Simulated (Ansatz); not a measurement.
**Four-centre ligand exchange**

Start structure (AlH4O2F, closed shell), relaxed at PBE0-D4/def2-TZVP:

Al1  (-0.160, -0.257, -0.254)
H2  (1.170, -1.097, 0.065)
O3  (-0.281, 0.660, -1.672)
O4  (-1.627, -0.646, 0.499)
H5  (1.454, 0.633, 1.282)
F6  (0.686, 1.136, 1.108)
H7  (0.456, 0.831, -2.253)
H8  (-1.698, -1.261, 1.225)
(Å)

The step: AlH₃O₂ ([OH][AlH][OH]) + HF → AlH₂O₂F ([OH][Al]([OH])[F]) + H₂; bonds formed: H2–H5; dative contacts that become bonds: Al1–F6; bonds broken: Al1–H2, H5–F6. Computed with Ansatz 0.2.0 (basis: def2-TZVPP and def2-QZVPP); correlated methods freeze the cores. Extrapolation: Hartree–Fock as exp(−7.88 √X), correlation as X^−2.97. Energies below are by CCSD(T) at an estimated basis limit (MP2 extrapolated from triple and quadruple zeta, plus CCSD(T) − MP2 in triple zeta).

Question: What are the electronic barrier and the energy of the step, from the start structure to the end structure? (Judge from chemistry; the value comes from the calculation.)

Answer: Computed: Barrier 3.02 kcal/mol; step energy -34.31 kcal/mol (downhill); reverse barrier, their difference, 37.33 kcal/mol. Barrier and step energy count from the start structure, the reverse barrier from the end structure.

The saddle point: One imaginary mode of 347i cm⁻¹.
```tsv
pair	start (Å)	saddle (Å)	end (Å)
Al1–F6	2.12	1.97	1.65
H2–H5	2.13	1.29	0.75
Al1–H2	1.60	1.68	2.31
H5–F6	0.93	1.03	2.52
```

Zero-point energy (harmonic, PBE0-D4): ZPE is 28.61 kcal/mol at the start and 27.88 kcal/mol at the saddle, so the barrier goes from 3.02 to 2.30 kcal/mol.

First-order rate constant out of the start structure at 298 K by transition-state theory, with harmonic vibrational free energies alone and no tunnelling: ΔA‡ = 2.92 kcal/mol, so k = (kB T/h) exp(−ΔA‡/kB T) ≈ 10^11 s⁻¹ (an order of magnitude at best: rotation, the number of equivalent paths and anharmonicity are left out).

T1 diagnostic: at most 0.013.

Labels in which every atom is bracketed show which atoms are joined, not bond orders.

For scale, one of the runs: CCSD(T)/def2-TZVPP, 191 basis functions, launched by `ansatz run in.yaml --threads 2 --pin off --events-out ev --progress --plain --max-ram 4352MiB`. Hardware: 2 CPU threads of an Intel Xeon Platinum 8488C, shared host. Wall time 46 s; peak host memory 2.2 GiB.
